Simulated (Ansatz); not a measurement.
Job for Ansatz (a quantum-chemistry and plane-wave program): U-r2SCAN/def2-TZVPP on N2 (SMILES N#N), 2S+1 = 3, a spin state set in the input, which need not be the lowest, at the other state's geometry.

Ansatz 0.2 input:
```yaml
crystal:
  periodic: [false, false, false]
  atoms:
    - {symbol: N, position_ang: [-0.00000000, -0.00000000, -0.54545770]}
    - {symbol: N, position_ang: [0.00000000, 0.00000000, 0.54545770]}
basis:
  gaussian:
    orbitals: def2-TZVPP
hamiltonian:
  xc: {name: r2SCAN}
magnetization: {spin_polarized: true, initial_magnetization: 2}
```

The head of its log:

```
WARN ansatz: RAYON_NUM_THREADS=2 ignored (pool sized by the plan → 2); use --threads N
Functional definition: r2SCAN
integrals: 0.01 GiB planned
310 factors; their error is unknown
mean field: 0.13 GiB planned
mean field evaluation 1: about -2970.6180 eV, gradient 2.1e1 eV
mean field evaluation 2: about -2971.0414 eV, gradient 1.8e1 eV
```

Q: Give the final energy of this run.

A: -109.2299 hartree.
